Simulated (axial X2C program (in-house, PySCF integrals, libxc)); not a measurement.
MgBr: from Re and ωe to a spectrum

A bond curve at the CCSD(T) level, 2c, was computed with an axial X2C code built on PySCF integrals (basis Br dyall-cv3z [8s9p6d4f1g], Mg dyall-cv3z [9s8p6d3f] (cores contracted in-house)) for the state Ω = 1/2 (⟨Sz⟩ = 0.50, ⟨Lz⟩ = 0.00 at HF). Its fit gives Re = 2.3667 Å, ωe = 372.5 cm⁻¹, ωexe = 1.35 cm⁻¹ and αe = 8.738e-04 cm⁻¹; the masses are 78.9183 and 23.9850 u. Two-component means X2C with spin–orbit coupling and atomic mean-field Coulomb and Gaunt terms.

Correlated methods: 9 electrons correlated (number of frozen shells: Br 3 s, 2 p, 1 d; Mg 2 s, 1 p), 257 virtual spin orbitals or spinors in MP2, 83 natural virtuals in coupled cluster.

(1) Find the reduced mass, Be and the force constant.

(2) Where do the fundamental and the first overtone lie?

(3) Estimate De from a Morse curve and compare with the computed well depth of 2.577 eV to Br + Mg.

(4) A Morse curve ties αe to the other constants (Pekeris). How well does that hold?

(5) Estimate the centrifugal constant by the Kratzer relation.

One determinant describes the state; a PBE0 search over occupations chose it and may have missed a lower one. De is counted from the lowest determinant-based energies of the atoms at the same level, without counterpoise correction. CCSD and (T) use frozen natural virtuals with an MP2 correction for the truncation; (T) itself is uncorrected, so its De runs slightly low.

Results:

(1) From the CCSD(T) values: μ = 18.3945 u. Be = 16.8576/(μ Re²) = 0.1636 cm⁻¹. k = 5.8918×10⁻⁷ μ ωe² = 1.5 mdyn/Å.

(2) ν(1←0) = ωe − 2ωexe = 369.8 cm⁻¹; ν(2←0) = 2ωe − 6ωexe = 736.9 cm⁻¹.

(3) De(Morse) = ωe²/(4ωexe) = 3.186 eV against 2.577 eV computed, a ratio of 1.24. The extrapolation overshoots: the well softens faster than a Morse curve, or the lowest atomic limit lies below the one to which the curve heads.

(4) αe(Morse) = 6Be²/ωe × (√(ωexe/Be) − 1) = 8.074e-04 cm⁻¹; the CCSD(T) curve gives 8.738e-04 cm⁻¹, a ratio of 0.92.

(5) D = 4Be³/ωe² = 1.26e-07 cm⁻¹.
